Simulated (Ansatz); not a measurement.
Consider the redistribution: `F[B]([AlH2])[SiH3]` + `FC1BO1` → `[SiH3]C1BO1` + `F[B](F)[AlH2]`.

Calculated with Ansatz (gas phase, PBE0-D4/def2-TZVP geometries, no zero-point term in ΔE). CCSD(T)/CBS adds triple-zeta CCSD(T) − MP2 to the extrapolated MP2 energy (def2 sets, frozen cores). Functionals use def2-TZVPP.

`F[B]([AlH2])[SiH3]`:

Cartesian coordinates in Å:
```
F -1.334 -1.152 1.279
B -0.583 -0.465 0.420
Al -1.251 -0.211 -1.630
Si 1.181 0.328 1.098
H -0.841 -1.262 -2.753
H -2.090 1.071 -2.063
H 1.081 1.814 0.990
H 1.568 -0.029 2.491
H 2.271 -0.093 0.168
```

`FC1BO1`:

Z-matrix (Å, degrees):
```
C
B 1 1.508
O 1 1.454 2 53.6
F 1 1.353 2 120.6 3 -96.7
H 1 1.085 2 128.7 3 92.0
H 2 1.182 1 161.4 3 174.8
```

`[SiH3]C1BO1`:

```xyz
9

Si   -0.442   -0.143   -1.217
C     0.511   -0.321    0.379
B     0.144    0.372    1.676
O     1.067    0.983    0.948
H    -1.094   -1.447   -1.507
H    -1.478    0.910   -1.058
H     0.447    0.216   -2.352
H     1.258   -1.114    0.425
H    -0.413    0.543    2.706
```

`F[B](F)[AlH2]`:

Cartesian coordinates in Å:
```
F -0.067 -1.270 1.715
B 0.532 -0.683 0.688
F 1.818 -0.976 0.549
Al -0.505 0.648 -0.653
H -0.560 2.205 -0.348
H -1.218 0.076 -1.950
```

```json
{"level": "BLYP-D4", "ΔE (eV)": "-2.54"}
{"level": "B97M-V", "ΔE (eV)": "-2.58"}
{"level": "BHLYP", "ΔE (eV)": "-2.68"}
{"level": "SCS-MP2/def2-QZVPP", "ΔE (eV)": "-2.79"}
```

Problem. What does CCSD(T)/CBS give? (An estimate is asked.)

Solution. Computed: -2.69 eV. The listed levels differ from it by 0.15, 0.11, 0.01, -0.10 eV.

Largest T1 diagnostic among the species: 0.016.

From PBE to PBE0 (25 % exact exchange), in def2-TZVPP and without D4, ΔE moves by −0.08 eV. At CCSD(T), def2-SVP lies +0.06 eV from the extrapolated value and def2-TZVPP +0.01 eV. Leaving LDA and LC-ωPBE aside and taking each functional with its dispersion term where it has one, the values, not all of them listed here, spread over 0.26 eV, from B2PLYP to PBE-D4.
